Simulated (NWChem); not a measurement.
# Basis-set convergence for H5AlS

```xyz
7

Al     0.4445     1.2942     0.0000
H     -0.2474     1.7212    -1.3882
H     -0.2474     1.7212     1.3882
H      2.0163     0.9424     0.0000
S     -0.4933    -1.1207     0.0000
H      0.2969    -1.6391    -0.9835
H      0.2969    -1.6391     0.9835
```
Charge 0, spin multiplicity 1.

Program: NWChem. Structure: optimised with PBE/def2-SVP, a minimum by its harmonic frequencies.

Quantity: dipole moment at the level PBE0.

The Pople sets run with spherical d functions. The structure started from a generated list of species.

| basis | functions | dipole moment (D) |
|---|---|---|
| STO-3G | 23 | 3.66 |
| 3-21G | 36 | … |
| 6-31G* | 46 | 3.85 |
| 6-31+G* | 54 | 3.86 |
| cc-pVDZ | 61 | 3.81 |
| 6-311++G** | 95 | 3.83 |
| def2-TZVPD | 134 | … |
| pcseg-2 | 138 | … |
| cc-pVTZ | 138 | 3.67 |
| def2-TZVPP | 154 | 3.67 |

**Question.** What belongs in the gaps?

**Answer.** 
- 3-21G, dipole moment (D): 3.89
- def2-TZVPD, dipole moment (D): 3.60
- pcseg-2, dipole moment (D): 3.77
